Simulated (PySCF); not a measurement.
Compound: CHBBrF3O.
Numbering: `[F:1][C:2]([F:3])([F:4])[O:5][BH:6][Br:7]` (hydrogens: H8 on B6)

Method: PBE0-D3(BJ)/def2-SVP geometry optimisation, gas phase (PySCF).

Task: Give the optimised bond lengths and angles.

Result: 
```json
{"bond": "F1–C2, C2–F3", "length (Å)": "1.327"}
{"bond": "C2–F4", "length (Å)": "1.315"}
{"bond": "C2–O5", "length (Å)": "1.358"}
{"bond": "O5–B6", "length (Å)": "1.363"}
{"bond": "B6–Br7", "length (Å)": "1.894"}
{"bond": "B6–H8", "length (Å)": "1.200"}
```

Bonds in one row agree within 0.01 Å and their mean is given. A selection of angles:
```json
{"angle": "F1–C2–F3", "degrees": "108.2"}
{"angle": "F1–C2–F4", "degrees": "108.9"}
{"angle": "F1–C2–O5", "degrees": "111.1"}
{"angle": "F4–C2–O5", "degrees": "108.5"}
{"angle": "C2–O5–B6", "degrees": "121.7"}
{"angle": "O5–B6–Br7", "degrees": "117.2"}
{"angle": "O5–B6–H8", "degrees": "122.1"}
{"angle": "Br7–B6–H8", "degrees": "120.7"}
```

Dihedral angles: F1–C2–O5–B6 61° (synclinal); C2–O5–B6–Br7 180° (antiperiplanar).

B6 (three-coordinate boron) is planar (angles 122.1°, 120.7° and 117.2°, sum 360.0°, 0.00 Å off the plane of its three neighbours).

Point group: Cs (every atom within 0.08 Å of its image). Not checked by PBE0-D3(BJ)/def2-SVP frequencies. The numbers are those of one conformer.
